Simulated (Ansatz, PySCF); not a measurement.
Zn(NH2)(GeH3) (GeH₅NZn), SMILES [NH2][Zn][GeH3].

Coordinates come from a B3LYP-D3(BJ)/def2-SVP optimisation. The structure was generated by enumeration; whether it is a known compound was not checked. One conformer was computed; it need not be the lowest.

Vertical ionisation energy (IE) and electron affinity (EA) in eV. Rows of orbital energies are one-electron estimates. Where ΔSCF, EOM or ADC give a negative EA the extra electron is unbound and the value depends on the basis.

```
level                                                                       IE     EA
------------------------------------------------------------------------  ----  -----
−ε(HOMO), −ε(LUMO), HF/def2-TZVPD (PySCF)                                 9.81  -0.97
−ε(HOMO), −ε(LUMO), PBE/def2-TZVPD (PySCF)                                5.58   1.48
ΔSCF, CAM-B3LYP/def2-SVPD (Ansatz), final states of multiplicity 2 and 2  9.07  -0.71
ΔSCF, PBE/def2-SVPD (Ansatz), final states of multiplicity 2 and 2        8.77  -0.54
```

**Question.** What vertical singlet–triplet gap does ΔSCF give with CAM-B3LYP/def2-SVPD (Ansatz, a first-principles code) and with PBE/def2-SVPD (Ansatz)? (The exact figures need the calculation; the answer reports its results.)

**Answer.** 4.81 and 4.47 eV (triplet above singlet where positive).
